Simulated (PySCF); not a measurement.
# SnBr₄: calculation against measurement

Isolated SnBr₄, optimised in PySCF with density fitting and no spin–orbit coupling; def2 sets carry scalar-relativistic core potentials from Rb on. It is a singlet of Td symmetry: PBE/def2-SVP Sn–Br 2.497 Å (×4).

Counting electrons, tin keeps none of its valence electrons outside its bonds, so the VSEPR class is AX4 and the expected shape is tetrahedral (Td), as computed.

Measured fundamentals (Shimanouchi, Tables of Molecular Vibrational Frequencies (1972), as compiled in the NIST Chemistry WebBook) beside computed harmonic wavenumbers, in cm⁻¹:

```json
{"mode as compiled": "a1 sym str", "computed symmetry": "a1", "measured": "220", "rating (A best; medium not stated)": "C", "PBE/def2-SVP": "201"}
{"mode as compiled": "e deg deform", "computed symmetry": "e", "measured": "64", "rating (A best; medium not stated)": "C", "PBE/def2-SVP": "53"}
{"mode as compiled": "f2 deg str", "computed symmetry": "t2", "measured": "279", "rating (A best; medium not stated)": "C", "PBE/def2-SVP": "265"}
{"mode as compiled": "f2 deg deform", "computed symmetry": "t2", "measured": "88", "rating (A best; medium not stated)": "C", "PBE/def2-SVP": "76"}
```

How close does the calculation come?

Mean absolute differences: PBE/def2-SVP 11.2 %. The mean ratio of measured to computed values at PBE/def2-SVP is 1.129. Harmonic values should lie a little above fundamentals, yet here they lie below on average.
